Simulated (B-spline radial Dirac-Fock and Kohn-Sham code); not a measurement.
**Isotope-shift constants of the inner levels of Ta⁵⁺**

System: tantalum as Ta⁵⁺, configuration [Xe] 4f14.

Calculated with a radial B-spline solver, using first-order field-shift and mass-shift constants from Dirac-Fock ground and hole states with a Fermi nucleus; the mass shift has no relativistic recoil terms. A binding energy shifts by δE = F·δ⟨r²⟩ + (K_N + K_S)·δ(1/M); F is taken for a change of radius at fixed skin thickness and so holds the higher radial moments.

```
     level  F (meV/fm²)
    K (1s)       -747.7
   L1 (2s)       -105.1
L2 (2p1/2)       -1.012
L3 (2p3/2)        4.404
   M1 (3s)       -23.54
M2 (3p1/2)      -0.2144
M3 (3p3/2)        1.185
M4 (3d3/2)        1.097
M5 (3d5/2)        1.044
```

The mass shift is not given and not included below: at this Z its relativistic corrections are large. It matters little for K lines but can be comparable with the field shift of L lines.
